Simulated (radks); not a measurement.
Fractional charge and spin in the 5p shell of erbium: the spin-up occupation runs from 2 to 3 and the spin-down occupation from 2 to 3; the fullest corner is Er, [Kr] 4d10 4f(up 6, down 6) 5s2 6s2 5p(up 3, down 3). All-electron calculation, scalar-relativistic Kohn-Sham, r2SCAN, spin-polarised, spherical densities, finite nucleus; meta-GGA in the generalised Kohn-Sham scheme; Fermi nuclear charge, rms radius of each element as measured or else 0.836 A^(1/3) + 0.57 fm. Program: a radial shooting solver on a logarithmic mesh with Libxc functionals. Energy (eV) minus the two flat planes that join the four corners (they meet along the diagonal where the two added fractions sum to one electron); zero is where a piecewise linear energy would lie.

| down \ up | 2 | 2.5 | 3 |
|---|---|---|---|
| 2 | 0.000 | -1.470 | 0.000 |
| 2.5 | -1.470 | 0.353 | -1.297 |
| 3 | 0.000 | -1.297 | 0.000 |

Corners above the fullest one (they belong to Er+ and the next ion): (up 3, down 2) 32.425 eV, (up 2, down 3) 32.425 eV, (up 2, down 2) 77.374 eV. With half an added electron in each spin the energy lies 0.353 eV from the planes, and with half an added electron in spin up alone -1.470 eV. The planes are only a guide here: the flat-plane condition holds for ground states with one frontier orbital, while this shell lies below other occupied shells, so the corners above the fullest one are inner-hole states and not the ground states of those ions.
